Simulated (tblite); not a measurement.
Question: What does the GFN2-xTB structure of `CC1=[C]C=CC1(C)C` [radical] look like in three dimensions? (Doublet state.)

Answer: 
Z-matrix in Å and degrees, rows numbered from 1:
```
C 
C   1  1.4833
C   2  1.3229  1  130.88
C   3  1.4408  2  113.56  1  -179.99
C   4  1.3379  3  107.54  2    -0.00
C   5  1.5111  4  110.38  3    -0.01
C   6  1.5275  2  110.81  1   -61.93
C   6  1.5274  2  110.85  1    61.77
H   1  1.0870  2  110.15  3     0.02
H   1  1.0905  2  110.70  3   120.20
H   1  1.0905  2  110.70  3  -120.17
H   4  1.0744  3  124.67  2  -179.99
H   5  1.0754  4  127.44  3   179.99
H   7  1.0879  6  110.62  2    66.41
H   7  1.0886  6  109.77  2  -173.77
H   7  1.0879  6  110.26  2   -54.17
H   8  1.0877  6  110.27  2    54.11
H   8  1.0878  6  110.63  2   -66.45
H   8  1.0884  6  109.77  2   173.73
```

C3 (carbon bonded to 2 C) is bent (angle 113.6°). C2 (carbon bonded to 3 C) is planar (angles 130.9°, 122.6° and 106.5°, sum 360.0°, 0.00 Å off the plane of its three neighbours). Of the pairs four or more bonds apart, C8···H10 is among the closest relative to their van der Waals radii: 2.93 Å, 101 % of the sum of Bondi's values. C4 (carbon bonded to 2 C and H) is planar (angles 127.8°, 124.7° and 107.5°, sum 360.0°, 0.00 Å off the plane of its three neighbours).

The geometry is computed with GFN2-xTB (gas phase). This method treats the open shell by occupation alone, without spin polarisation.

Point group: Cs (every atom within 0.08 Å of its image). Its GFN2-xTB frequencies are all real (lowest 93 cm⁻¹).
